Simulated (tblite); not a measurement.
Compound: C2H11FSSi4.
Geometry (GFN2-xTB, Å), atoms numbered from 1 in this order:
```xyz
19
C2H11FSSi4 angstrom
F     -1.4368    1.4848    0.9015
C     -1.4863    0.1083    0.6687
Si    -2.8851   -0.2224   -0.6078
C     -0.0919   -0.3790    0.2993
Si     0.6927    0.4858   -1.2284
Si     2.9573    0.1166   -0.9034
S      3.0634   -0.6406    1.1289
Si     1.0683   -0.2369    1.8143
H     -1.7751   -0.3190    1.6400
H     -2.9122   -1.6685   -0.8348
H     -4.1365    0.2361   -0.0087
H     -2.5863    0.5127   -1.8330
H     -0.1882   -1.4436    0.0603
H      0.3189    1.9019   -1.2221
H      0.1492   -0.1248   -2.4510
H      3.8333    1.2863   -0.9261
H      3.6005   -0.9289   -1.6940
H      0.7764   -1.2646    2.8070
H      1.0284    1.1052    2.3817
```

Computed with GFN2-xTB (tblite): harmonic, unscaled wavenumbers at the GFN2-xTB geometry, gas phase. Against measured fundamentals such values can be off by several per cent, at times by over 20. Modes of hydrogen on silicon can be 10 to 20 % off. One conformer, not necessarily the lowest.

Harmonic wavenumbers (cm⁻¹): 41.3, 45.1, 61.4, 103.4, 122.1, 170.9, 176.5, 205.7, 246.7, 294.9, 341.7, 423.3, 429.7, 447.3, 457.8, 486.2, 490.1, 524.3, 545.0, 552.6, 558.5, 590.1, 600.1, 677.6, 685.3, 698.9, 737.3, 756.0, 768.2, 774.5, 775.0, 780.0, 805.3, 817.9, 953.4, 1056.2, 1074.0, 1208.0, 1237.0, 1297.4, 2187.5, 2243.1, 2256.2, 2269.4, 2276.8, 2295.2, 2301.7, 2305.8, 2319.8, 2861.3, 2910.3.

A = 1560, B = 512.8, C = 432.9 MHz; mass 197.964 u (most abundant isotopes); point group C1, symmetry number 1.

What is the zero-point energy?

½Σν̃ = 24622 cm⁻¹ = 294.54 kJ/mol.

Entropy at 200 K, 1 bar (ideal gas, RRHO, classical rotation)?

Translation 166.51, rotation 125.59, vibration 118.21: S = 410.3 J/(mol K).

And Cp and H(200 K) − H(0)?

Cp = 162.79 J/(mol K), of which vibrations give 129.53 (their classical limit is 51 R = 424.0); H(200 K) − H(0) = 19.34 kJ/mol without the zero-point energy, 12.69 from vibrations.

Blend soft modes into free rotors: weight 1/[1 + (100 cm⁻¹/ν̃)⁴] for the oscillator and the rest for a rotor with moment μB/(μ + B), μ = h/(8π²ν), B = 10⁻⁴⁴ kg m². What vibrational entropy results?

107.39 J/(mol K) in place of 118.21, which changes −T·S at 200 K by +2.16 kJ/mol.

Which modes carry the vibrational entropy at 200 K?

41.3 cm⁻¹: 18.44; 45.1 cm⁻¹: 17.71; 61.4 cm⁻¹: 15.18; 103.4 cm⁻¹: 10.96; 122.1 cm⁻¹: 9.65; 170.9 cm⁻¹: 7.10 J/(mol K); the other 45 give 39.16 together.

What must be added to the electronic energy to get the Gibbs energy at 200 K and 1 bar?

ZPE + [H(200 K) − H(0)] − T·S = 294.54 + 19.34 − 82.06 = 231.82 kJ/mol.

Hindered rotation and anharmonicity are outside this model. Other conformers, if any are populated, would add a mixing term that is left out. The structure is chiral; the term R ln 2 for an equal mix with its mirror image is left out.
